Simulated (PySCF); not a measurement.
A TDDFT job, as run on `O=CO[C@H](C=O)[SiH2]Br`.

The calculation used PySCF 2.14.0, density-fitted response routines, TDDFT CAM-B3LYP/def2-SVPD, vertical, gas phase, core orbitals frozen in the response.

Input of the driver that calls PySCF (job settings, then Cartesian coordinates in Å):

```
{"job": {"kind": "uv", "xc": "CAM-B3LYP", "basis": "def2-SVPD", "nstates": 8, "ntriplets": 3}, "charge": 0, "multiplicity": 1}
O     -2.5195    -0.0142    -0.6486
C     -1.9574     0.9067    -0.1423
O     -0.6628     0.9558     0.1506
C      0.0776    -0.2385    -0.1252
C     -0.3761    -1.3832     0.7092
O     -0.9489    -1.2802     1.7567
Si     1.8423     0.2603     0.4337
Br     2.5313     1.7752    -1.0007
H     -2.4210     1.8632     0.1442
H      0.0060    -0.4909    -1.1872
H     -0.0732    -2.3635     0.2930
H      1.7512     0.8848     1.7379
H      2.7462    -0.8751     0.3179
```

The driver printed:

```
coarse grid: 57184 points
cycle   1  E = -3205.7493489474  dE =  4.136e-01  |g| = 1.169e+00  |ddm| = 4.958e+00
cycle   2  E = -3205.2990720297  dE =  4.503e-01  |g| = 1.975e+00  |ddm| = 3.205e+00
cycle   3  E = -3206.0305816949  dE = -7.315e-01  |g| = 1.762e-01  |ddm| = 2.047e+00
cycle   4  E = -3206.0350579699  dE = -4.476e-03  |g| = 9.832e-02  |ddm| = 2.438e-01
cycle   5  E = -3206.0367641713  dE = -1.706e-03  |g| = 1.591e-02  |ddm| = 9.830e-02
cycle   6  E = -3206.0368184330  dE = -5.426e-05  |g| = 7.403e-03  |ddm| = 2.974e-02
cycle   7  E = -3206.0368297581  dE = -1.133e-05  |g| = 3.627e-03  |ddm| = 1.140e-02
cycle   8  E = -3206.0368325224  dE = -2.764e-06  |g| = 1.003e-03  |ddm| = 6.008e-03
final grid: 119112 points
cycle   9  E = -3206.0367770278  dE = -3.817e-08  |g| = 1.241e-03  |ddm| = 4.981e-03
cycle  10  E = -3206.0367766632  dE =  3.645e-07  |g| = 1.937e-03  |ddm| = 2.914e-03
cycle  11  E = -3206.0367773309  dE = -6.677e-07  |g| = 1.721e-04  |ddm| = 1.616e-03
cycle  12  E = -3206.0367773384  dE = -7.464e-09  |g| = 3.596e-05  |ddm| = 2.681e-04
cycle  13  E = -3206.0367773391  dE = -6.607e-10  |g| = 2.401e-05  |ddm| = 1.191e-04
converged SCF energy = -3206.0367773391

Static polarisability (au): isotropic 90.934, principal 77.709 88.101 106.994

Singlet excitations
state   eV       nm        f      main configurations
  1   4.2719    290.2   0.00257   H->L 0.81
  2   5.9777    207.4   0.00082   H-3->L+2 0.26, H-3->L+1 0.23, H-3->L+3 0.21
  3   6.5990    187.9   0.03190   H-1->L 0.35, H-2->L 0.33
  4   6.6613    186.1   0.01958   H-1->L 0.45, H-2->L 0.26
  5   6.8834    180.1   0.01917   H-3->L 0.74, H-2->L 0.11
  6   7.1032    174.5   0.03137   H->L+1 0.68, H-3->L 0.09
  7   7.3495    168.7   0.02578   H->L+2 0.40, H-4->L 0.33, H->L+3 0.08
  8   7.4092    167.3   0.00088   H-4->L 0.50, H->L+2 0.21, H->L+3 0.10

Triplet excitations (Tamm-Dancoff, eV): 3.6936 5.4264 5.6292
```

The SCF starts on a coarse grid; the energy jumps when the final grid takes over, and dE counts afresh there. The run used 234 basis functions and 13 SCF iterations for the ground state.

The run took 2.2 min wall on an Arm Neoverse N1 with one thread, shared host with 64 logical CPUs at a one-minute load of 61, and the process peaked at 1.0 GiB of memory.

Question: What frontier levels and dipole did the ground state of this run have?

Answer: HOMO -9.47 eV, LUMO -0.56 eV, dipole 2.51 D.

Geometry: GFN2-xTB, one conformer, isolated molecule. The CAM-B3LYP/def2-SVPD calculation is non-relativistic and has no spin–orbit coupling, an omission that weighs most on bromine.
